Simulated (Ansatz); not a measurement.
The same path of C₂H₆NSb (10 atoms, charge 0, multiplicity 1) was run twice with different band settings. The coordinate that changes most is the height of Sb4 over the plane of its neighbours.

All numbers below come from RKS PBE0/def2-SVP (Ansatz).

Relaxed end points:

```xyz
10
Properties=species:S:1:pos:R:3
C -0.671 0.030 -1.159
C 0.070 -0.253 -0.075
N 0.231 -1.517 0.466
Sb 1.083 1.293 1.073
H -1.150 -0.771 -1.737
H -0.844 1.055 -1.486
H 1.131 -1.723 0.883
H -0.108 -2.284 -0.107
H 0.588 2.549 0.020
H -0.245 1.570 2.125
```

```xyz
10
Properties=species:S:1:pos:R:3
C -0.939 -0.079 -1.334
C -0.176 -0.076 -0.223
N 0.286 -1.197 0.427
Sb 0.260 1.851 0.661
H -1.209 -1.014 -1.840
H -1.327 0.849 -1.758
H 1.121 -1.101 0.988
H 0.236 -2.074 -0.082
H 1.922 1.462 0.902
H -0.090 1.326 2.262
```

Common settings: climbing image yes; spring 5.0 eV/Å²; optimiser quadratic models (default); start path through a guess of the saddle point; force threshold 0.05 eV/Å; iteration limit 60; end points relaxed.

| run | movable images |
| --- | --- |
| 1 | 5 |
| 2 | 2 |

Task: What does each run give, and how far can it be trusted?

Result: Run 1: converged after 25 iterations, highest image 1.940 eV above the first end. Neighbouring images differ by up to 1.8 eV, so the band resolves the path poorly. A vibrational analysis at the climbing image gives one clearly imaginary mode, 911i cm⁻¹: a first-order saddle point.
Run 2: converged after 47 iterations, highest image 1.940 eV above the first end. Neighbouring images differ by up to 2.0 eV, so the band resolves the path poorly. Another band between the same ends (5 images) ends at a top of the same energy, where a vibrational analysis finds 1 clearly imaginary mode. So few images can step over the top or miss a turn of the path.
